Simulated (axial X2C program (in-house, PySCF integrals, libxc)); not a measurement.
## Worked dissociation energy of NiB: BLYP, scalar-relativistic

All values were computed with an in-house relativistic program for diatomic molecules. Spin-free means the one-electron spin-free X2C Hamiltonian. Basis: Ni dyall-cv3z [9s9p6d3f2g], B dyall-v3z [7s6p2d1f] (cores contracted in-house); Gaussian nuclei, density fitting, unrestricted open shells. Masses: Ni 57.935 u, B 11.009 u.

Molecular state: M_S = 1/2, Λ = 2 (beyond evenly filled blocks: δ+α, δ+β, δ-α).

```
E(Ni) (2M_S = 2, M_L = 0) : -1520.733082 hartree
E(B) (2M_S = 1, M_L = 0)  : -24.660679 hartree
E(NiB) at Re              : -1545.498976 hartree
ωe                        : 593.8 cm⁻¹
ωexe                      : 3.89 cm⁻¹
```

Problem. Work out De and D0.

Solution. De = -1520.733082 + (-24.660679) − (-1545.498976) = 0.10521 hartree = 2.863 eV. The zero-point energy is ωe/2 − ωexe/4 = 296 cm⁻¹ = 0.037 eV, so D0 = 2.826 eV.

The state is one determinant whose occupation by symmetry is held fixed; it was picked as the lowest of a PBE0 search that is not exhaustive. De is counted from the lowest determinant-based energies of the atoms at the same level, without counterpoise correction. The functionals have no current-density term, which raises determinants with orbital currents, atoms included. At some level and bond length an empty orbital lies below a filled one.

Each atomic determinant is the lowest at this level and need not be a pure term. Totals compare only within one Hamiltonian and basis.
